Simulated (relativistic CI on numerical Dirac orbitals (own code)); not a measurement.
Calculated at this level of theory: Dirac-Coulomb-Breit CI, KLI orbitals optimised for each configuration, model QED (radiative potential, 1s self-energy scaled to tabulated hydrogen-like ionisation energies), unscaled Slater integrals (own radial code, finite nucleus).

The strongest absorption lines from the ground level of an ion, among the configurations computed and to levels below about 99.4 eV (vacuum wavelength in nm, gf): 16.686 (0.44), 16.956 (0.81), 16.979 (1.2), 17.038 (0.52), 17.140 (0.48), 17.321 (0.7), 17.534 (0.35), 17.540 (0.54).

**Question.** Which ion is it?
A. Cs XI
B. I IX
C. In V
D. La XIII

**Answer.** B. I IX has 45 electrons and the ground level 4s2 4p6 4d9 2D_5/2; the strongest line goes to 4s2 4p6 4d8 5p 2F°_7/2. The pattern of lines fixes the number of electrons, and along that sequence the line energies rise steadily with the charge (about as its square where n changes within one kind of shell, about linearly where n is kept but much faster in heavy ions where fine structure, which grows about as Z⁴, sets the gap, and irregularly where shells cross), which fixes Z. Configurations outside the model, such as inner-shell arrays, can give stronger lines. At this charge configurations can still be misplaced by up to about 7 % of their energy. Levels and lines within the n = 5 or 6 shells can be off by up to 10 % or somewhat more, and those that change n by about 2 %, since core polarisation is missing.

LS names give the leading component of a level, which can be under half, so a name can repeat, a term be missing and a line seem to break the LS rules.
